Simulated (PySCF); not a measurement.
A TDDFT job was run through a driver script with this input:

```
{"job": {"kind": "uv", "xc": "CAM-B3LYP", "basis": "def2-SVPD", "nstates": 8, "ntriplets": 3}, "charge": 0, "multiplicity": 1}
C      0.582633    -1.139168    -1.525683
C      0.227995    -0.550970    -0.390076
Si     1.282193    -0.648842     1.184796
C     -1.050157     0.198444    -0.313500
As    -0.773698     2.192840    -0.682732
C     -1.639572     0.223107     1.026717
O     -1.038626    -0.026839     2.043540
H      1.499356    -1.697013    -1.607838
H     -0.030593    -1.096154    -2.418103
H      2.621668    -0.989619     0.661579
H      1.427407     0.658795     1.831161
H      0.859875    -1.749168     2.042921
H     -1.786405    -0.099038    -1.072102
H      0.509761     2.288277     0.074816
H      0.001778     1.896733    -1.935460
H     -2.701216     0.547558     1.068553
```

The program printed, after the SCF cycles:

```
converged SCF energy = -2757.8568498229

Static polarisability (au): isotropic 108.179, principal 93.156 111.283 120.097

Singlet excitations
state   eV       nm        f      main configurations
  1   4.3955    282.1   0.00351   H-1->L 0.52, H->L 0.23
  2   5.2053    238.2   0.05959   H->L 0.71, H-1->L 0.24
  3   5.6725    218.6   0.12530   H->L+1 0.90
  4   6.3298    195.9   0.00628   H-1->L+1 0.43, H-2->L 0.23
  5   6.3755    194.5   0.05102   H->L+2 0.85
  6   6.5163    190.3   0.00953   H-2->L 0.60, H-1->L+1 0.24
  7   6.7776    182.9   0.09766   H->L+3 0.76
  8   6.8603    180.7   0.03758   H-2->L+1 0.28, H-3->L+1 0.25, H-1->L+1 0.20

Triplet excitations (Tamm-Dancoff, eV): 3.8370 3.8855 4.7181
```

Method: PySCF, TDDFT CAM-B3LYP/def2-SVPD, vertical, gas phase, core orbitals frozen in the response. One conformer (not necessarily the lowest) at the GFN2-xTB geometry, without solvent, vibrations or thermal averaging. Relativistic effects, spin–orbit coupling among them, are left out although an element past zinc is present.

(1) What is the gap between the lowest singlet and the lowest triplet?

(2) What share of the summed oscillator strength falls to the strongest level in this window?

(3) What transition dipole goes with state 3?

(4) Which orbital energies lie behind H and L?

(5) Give the energy of state 1 in hartree, cm⁻¹ and kJ/mol.

(6) Write the structure that the coordinates describe.

Answers

(1) 4.3955 − 3.8370 = 0.5585 eV (full response against Tamm–Dancoff).

(2) State 3 at 219 nm: 0.1253 of 0.3905, or 32%.

(3) |μ|² = 3f / (2ΔE) = 3 × 0.1253 / (2 × 0.2085) ≈ 0.902 au, so |μ| = 2.41 D.

(4) HOMO -8.34 eV and LUMO -0.35 eV, a gap of 7.99 eV; state 1 differs from that by -3.59 eV.

(5) 0.16153 hartree, 35452 cm⁻¹, 424.1 kJ/mol.

(6) `C=C([SiH3])[C@H]([AsH2])C=O` (C4H9AsOSi), point group C1.

H and L stand for HOMO and LUMO.

The values belong to the conformer `[CH2:1]=[C:2]([SiH3:3])[C@H:4]([AsH2:5])[CH:6]=[O:7]`: C1–C2–C4–As5 -94°, C2–C4–C6–O7 18°, H–As5–C4–C2 -40°, H–As5–C4–C2 50°.
